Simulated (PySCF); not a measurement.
germanium monoxide cation (GeO), SMILES [O]=[Ge] (connectivity only; charge and spin as stated), charge +1, multiplicity 2.

Geometry optimised at PBE0-D3(BJ)/def2-TZVPD. The multiplicity is an assumed one; other spin states were not compared.

The numbers are results of PySCF with PBE0-D3(BJ)/def2-TZVPD, not measurements.

Frequencies are harmonic and unscaled.

```json
[
 {"mode": "1", "ν (cm⁻¹)": "753", "IR (km/mol)": "59.1", "moving atoms (share of kinetic energy)": "O 82 %, Ge 18 %"}
]
```
